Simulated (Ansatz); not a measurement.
C3H7NSn, SMILES `CC1=N[CH]1[SnH3]`. Charge 0, multiplicity 1. Sn: def2 effective core potential. The structure was optimised at the PBE0-D4/def2-TZVP level.

```xyz
12

C    -0.814   -0.780    1.841
C     0.219   -0.647    0.809
N     1.452   -0.522    0.675
C     0.564   -0.555   -0.595
Sn    0.353    1.241   -1.739
H    -0.370   -0.763    2.837
H    -1.365   -1.713    1.698
H    -1.534    0.037    1.746
H     0.626   -1.485   -1.161
H     1.804    1.606   -2.560
H    -0.033    2.512   -0.663
H    -0.903    1.069   -2.888
```

**Question.** What is the dipole moment at PBE/def2-TZVPP? (An estimate is asked.)

**Answer.** Computed: 2.75 D, with components (-2.45, -0.92, 0.85) D in this frame, pointing from negative to positive charge.

**Question.** And with r2SCAN, B3LYP, ωB97M-V? (Best estimate.)

**Answer.** Ansatz gave: r2SCAN 2.83 D, B3LYP 2.78 D, ωB97M-V 2.76 D.

**Question.** Give the Mulliken charges with PBE, ωB97M-V, B3LYP in def2-TZVPP. (Best estimate.)

**Answer.** The calculation gave: 
```json
{"atom": "C1", "PBE": "-0.18", "ωB97M-V": "-0.24", "B3LYP": "-0.19"}
{"atom": "C2", "PBE": "0.01", "ωB97M-V": "0.09", "B3LYP": "0.06"}
{"atom": "N3", "PBE": "-0.14", "ωB97M-V": "-0.19", "B3LYP": "-0.19"}
{"atom": "C4", "PBE": "-0.30", "ωB97M-V": "-0.35", "B3LYP": "-0.32"}
{"atom": "Sn5", "PBE": "0.58", "ωB97M-V": "0.53", "B3LYP": "0.65"}
{"atom": "H6", "PBE": "0.10", "ωB97M-V": "0.12", "B3LYP": "0.10"}
{"atom": "H7", "PBE": "0.10", "ωB97M-V": "0.12", "B3LYP": "0.10"}
{"atom": "H8", "PBE": "0.10", "ωB97M-V": "0.11", "B3LYP": "0.10"}
{"atom": "H9", "PBE": "0.08", "ωB97M-V": "0.10", "B3LYP": "0.08"}
{"atom": "H10", "PBE": "-0.11", "ωB97M-V": "-0.09", "B3LYP": "-0.13"}
{"atom": "H11", "PBE": "-0.13", "ωB97M-V": "-0.10", "B3LYP": "-0.14"}
{"atom": "H12", "PBE": "-0.12", "ωB97M-V": "-0.10", "B3LYP": "-0.14"}
```

B3LYP here is the variant with VWN-RPA as its local correlation; programs differ in this.
